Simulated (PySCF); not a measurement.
**Broadened absorption spectrum of 2-ethylbenzenethiol**

2-ethylbenzenethiol, C₈H₁₀S.
Numbering: `[CH3:1][CH2:2][c:3]1[cH:4][cH:5][cH:6][cH:7][c:8]1[SH:9]` (hydrogens: H10, H11, H12 on C1; H13, H14 on C2; H15 on C4; H16 on C5; H17 on C6; H18 on C7; H19 on S9)

Structure used (PBE0-D3(BJ)/def2-SVP), in Å, numbered top down from 1:
```xyz
19
C8H10S angstrom
C      2.4451    0.2060   -0.6401
C      1.6060   -0.3591    0.5045
C      0.1264   -0.2789    0.2413
C     -0.5578   -1.3724   -0.2979
C     -1.9179   -1.3195   -0.5906
C     -2.6244   -0.1453   -0.3411
C     -1.9695    0.9588    0.1950
C     -0.6014    0.9018    0.4860
S      0.2604    2.2900    1.1720
H      2.2663   -0.3548   -1.5702
H      3.5195    0.1499   -0.4080
H      2.1948    1.2604   -0.8315
H      1.8792   -1.4116    0.6801
H      1.8432    0.1782    1.4392
H      0.0019   -2.2930   -0.4868
H     -2.4244   -2.1923   -1.0082
H     -3.6928   -0.0837   -0.5607
H     -2.5287    1.8772    0.3907
H     -0.8166    3.0970    1.2559
```

The calculation used TDDFT CAM-B3LYP/def2-SVPD, vertical, gas phase, core orbitals frozen in the response (PySCF 2.14.0, density-fitted response routines).

Computed states:

| state | E (eV) | f |
| --- | --- | --- |
| S1 | 5.00 | 0.020 |
| S2 | 5.27 | 0.0067 |
| S3 | 5.47 | 0.149 |
| S4 | 5.87 | 0.019 |
| S5 | 6.36 | 0.273 |
| S6 | 6.52 | 0.429 |

Broadening: Gaussians 0.5 eV wide at half height, area fixed by f = 4.319×10⁻⁹ ∫ε dν̃. The width is an assumption, not a result. The curve ends short of the highest state used, and states not computed would add to its high-energy end.

Task: What does the envelope look like, and where are its maxima?

Result: 
```
λ (nm)  ε (L mol⁻¹ cm⁻¹)
 209.3              4140
 210.8              3755
 212.3              3731
 213.8              3993
 215.3              4475
 216.8              5111
 218.3              5832
 219.8              6572
 221.3              7262
 222.8              7843
 224.3              8263
 225.8              8489
 227.2              8512
 228.7              8340
 230.2              7987
 231.7              7487
 233.2              6885
 234.7              6224
 236.2              5546
 237.7              4886
 239.2              4270
 240.7              3713
 242.2              3224
 243.7              2801
 245.2              2440
 246.6              2153
 248.1              1890
 249.6              1663
 251.1              1465
 252.6              1289
 254.1              1131
 255.6               987
 257.1               856
 258.6               736
 260.1               627
 261.6               529
 263.1               441
 264.6               364
 266.0               301
 267.5               243
 269.0               194
 270.5               153
 272.0               120
 273.5                93
 275.0                71
 276.5                54
 278.0                40
 279.5                30
 281.0                22
 282.5                16
 284.0                12
 285.4                 9
 286.9                 6
 288.4                 4
 289.9                 3
 291.4                 2
```

Maxima: 227 nm (5.47 eV), ε about 8500, made up of S3 (94%) (ε in L mol⁻¹ cm⁻¹; maxima over ε = 5, shares over 10%). At its high-energy end, 5.92 eV, the curve is still rising (ε about 4100, from S3, S4, S5 and S6).

Task: Does any computed singlet lie in the visible range?

Result: No computed singlet lies in the visible range (380 to 750 nm); the lowest, at 248 nm, stands 1.74 eV above its violet end (3.26 eV).

Task: Coming from long wavelengths, where does ε first pass 100 L mol⁻¹ cm⁻¹?

Result: At about 273 nm (4.54 eV), 0.46 eV below S1.

Task: What would ε be at 5.47 eV, the highest of these maxima, with half the width (0.25 eV)?

Result: About 16200 L mol⁻¹ cm⁻¹ against 8520, a factor of about 1.9; a lone state at its own centre would give exactly 2.

One conformer stands for the species.
